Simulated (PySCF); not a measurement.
Gas-phase reaction: 3 GeO + 3 Br2 ⇌ 3 GeBr2 + O3

Computed with PySCF and rigid-rotor harmonic-oscillator thermochemistry at 1 bar. † marks an energy on the PBE0/def2-TZVP geometry and frequencies; other levels use their own. 6-31G* has spherical d functions here. All species are closed-shell singlets. B3LYP is the form with VWN-RPA correlation. Br, Ge: all electrons, no relativistic terms. Strong static correlation: O3.

HF/6-31G* gives ΔH°(298 K) = -90 kJ.

Task: What do B3LYP/def2-TZVP†, ωB97X-V/def2-TZVP†, PBE0/def2-SVP† give?

Result: B3LYP/def2-TZVP†: -79 kJ; ωB97X-V/def2-TZVP†: -99 kJ; PBE0/def2-SVP†: -193 kJ. For scale, ΔH°(298 K) is -90 kJ at this level, -88 kJ at ωB97M-V/def2-TZVP†, and runs from -211 to 74 kJ over the 20 levels computed († marks an energy on the PBE0/def2-TZVP geometry).
